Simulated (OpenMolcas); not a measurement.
## Ta3+ in Cs2NaYF6

Ta3+ with its 6 nearest fluoride ions at 2.082 Å, on the Y site of Cs2NaYF6 (a = 9.075 Å, distance in the model lattice 2.178 Å). The rest of the host is ab initio model potentials to 7.6 Å, with orthogonalisation functions on the cations behind the ligands, and point charges beyond; the distance is set by hand and nothing relaxes. Ligand basis ANO-RCC-VDZP.

```
Program             : OpenMolcas
Method              : SS-CASPT2, IPEA 0.25 Eh, imaginary shift 0.1 Eh (the lowest 17 gerade and 15 ungerade orbitals frozen, chosen by energy and not by shell, so the metal 5p can be frozen and 4f correlated)
Basis               : ANO-RCC-VDZP [7s6p4d2f1g]
Scalar Hamiltonian  : DKH2, point nucleus
Active space        : 2 electrons in 5 orbitals (5d)
State averaging     : 2S+1 = 3 even, 10 roots; 2S+1 = 1 even, 15 roots
Spin-orbit coupling : RASSI with atomic mean-field integrals over the reference wave functions
```

The lowest spin-free states (labels of O, the rotations of Oh), above the lowest:

```json
{"State": "3T1", "Degeneracy": "3", "E (cm-1)": "0"}
{"State": "1T2", "Degeneracy": "3", "E (cm-1)": "8190"}
{"State": "1E", "Degeneracy": "2", "E (cm-1)": "8210"}
{"State": "1A1", "Degeneracy": "1", "E (cm-1)": "19060"}
{"State": "3T2", "Degeneracy": "3", "E (cm-1)": "28500"}
{"State": "3T1", "Degeneracy": "3", "E (cm-1)": "35370"}
{"State": "1T2", "Degeneracy": "3", "E (cm-1)": "37230"}
{"State": "1T1", "Degeneracy": "3", "E (cm-1)": "39680"}
{"State": "3A2", "Degeneracy": "1", "E (cm-1)": "58670"}
{"State": "1E", "Degeneracy": "2", "E (cm-1)": "66750"}
{"State": "1A1", "Degeneracy": "1", "E (cm-1)": "76270"}
```

The lowest levels with spin-orbit coupling:

```
E (cm-1)  Degeneracy  Label      2S+1
       0           2      E         3
     220           3     T2         3
    3330           3     T1         3
    4300           1     A1         3
   10220           3     T2         1
   10490           2      E         1
   21300           1     A1         1
   29650           1     A2         3
   30270           3     T2         3
   31190           3     T1         3
   31310           2      E         3
   36220           1     A1         3
   36850           3     T1         3
   37390           3     T2  3 (62 %)
   38850           2      E         3
   40740           3     T2  1 (61 %)
   42320           3     T1         1
   61570           3     T2         3
   69480           2      E         1
   79040           1     A1         1
```

Powder χT (cm3 K/mol): 0.00118 at 2 K, 0.00589 at 10 K, 0.0296 at 50 K, 0.0603 at 100 K, 0.11 at 200 K, 0.146 at 300 K. The effective moment at 300 K is 2.828 √(χT) = 1.08 μB.

The lowest level has 2S+1 = 3, for which the spin-only value is χT = S(S+1) / 2 = 1.000 cm3 K/mol (g = 2). The computed 0.146 at 300 K differs by -0.854, through orbital momentum, spin-orbit coupling and any other state in reach. With a threefold ground state the orbital momentum is unquenched, so the spin-only value is not expected to hold.

A least-squares ligand-field fit to the states below 45000 cm-1, each weighted by its degeneracy and with a free common offset, gives 10Dq = 29621 cm-1, B = 559 cm-1 and C = 2263 cm-1 (C/B = 4.05), with an rms deviation of 126 cm-1.

Roots that are degenerate in the reference are averaged as groups; the widest CASPT2 spread within a group is 43 cm-1 (the 3-fold group of multiplicity 1 near 8190 cm-1 above the lowest state of its run). Shifts and gaps below about the spread of the groups concerned are not significant. Over all roots computed the reference weight is 0.72 to 0.73; a low but even weight reflects the number of correlated electrons. An orbital triplet at a regular site is open to Jahn-Teller coupling, which can distort the site and quench the lowest spin-orbit gaps and is left out. The least metal-like active orbital is 81 % on the metal (Löwdin) and no ligand orbital is active, so the numbers are rough. Ligand-to-metal charge-transfer states are missing. With no ligand orbital active B as a rule stays too high, so bands that hang on it stand too high and its fall with covalency is understated. With one d shell and no ligand orbital active, 10Dq can be off by a tenth or more. No measured value stands beside these numbers; the geometry was set by hand and not optimised.

The CASPT2 steps took 100 s on 1 thread of Arm Neoverse V2, with other jobs on the host; the integral step is not counted.
